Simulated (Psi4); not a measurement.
A dimer, O2S ··· H2Se (SMILES O=S=O and [SeH2]); the first 3 atoms form monomer A.

```
6

O      1.2385     0.2446     0.0000
S      0.0003    -0.4877     0.0000
O     -1.2388     0.2431     0.0000
Se    -4.1016     0.1388     0.2219
H     -5.5148     0.5408     0.2792
H     -3.6719     1.5418     0.1269
```

Q: What interaction energy does SAPT0/jun-cc-pVDZ, frozen core run with Psi4 give, and which attractive term is the largest?

A: Total -3.26 kJ/mol: electrostatics -17.44, exchange 27.54, induction -4.24, dispersion -9.12. The most attractive term is electrostatics.
